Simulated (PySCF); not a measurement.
Mg(OSiH3)2, H6MgO2Si2, SMILES [SiH3][O][Mg][O][SiH3], PBE0/def2-SVP optimised geometry.

```
11

Mg     0.00    -0.33    -0.01
O     -1.80    -0.33     0.00
Si    -3.43    -0.33     0.00
H     -3.98    -1.02     1.21
H     -3.98    -1.02    -1.21
H     -3.98     1.07     0.00
O      1.79    -0.34    -0.02
Si     3.43    -0.34    -0.02
H      3.97     1.06     0.03
H      3.98    -1.00    -1.25
H      3.97    -1.07     1.17
```

Density from PBE0/def2-TZVP (PySCF) at that geometry.

Minimum of the electron density along straight lines between bonded atoms, close to the bond critical point (lines longer than 1.1 times the sum of covalent radii, or with two minima, are not listed):

| bond | length / Å | ρ at the minimum / e bohr⁻³ | ∇²ρ there / e bohr⁻⁵ | position (fraction from the first atom) |
|---|---|---|---|---|
| Mg1–O2 | 1.793 | 0.077 | 0.67 | 0.45 |
| O2–Si3 | 1.638 | 0.139 | 0.86 | 0.59 |
| Si3–H4 | 1.500 | 0.119 | 0.14 | 0.49 |
| Si3–H5 | 1.500 | 0.119 | 0.14 | 0.49 |
| Si3–H6 | 1.500 | 0.119 | 0.14 | 0.49 |
| Mg1–O7 | 1.793 | 0.077 | 0.67 | 0.45 |
| O7–Si8 | 1.638 | 0.139 | 0.86 | 0.59 |
| Si8–H9 | 1.500 | 0.119 | 0.14 | 0.49 |
| Si8–H10 | 1.499 | 0.119 | 0.14 | 0.49 |
| Si8–H11 | 1.500 | 0.119 | 0.14 | 0.49 |
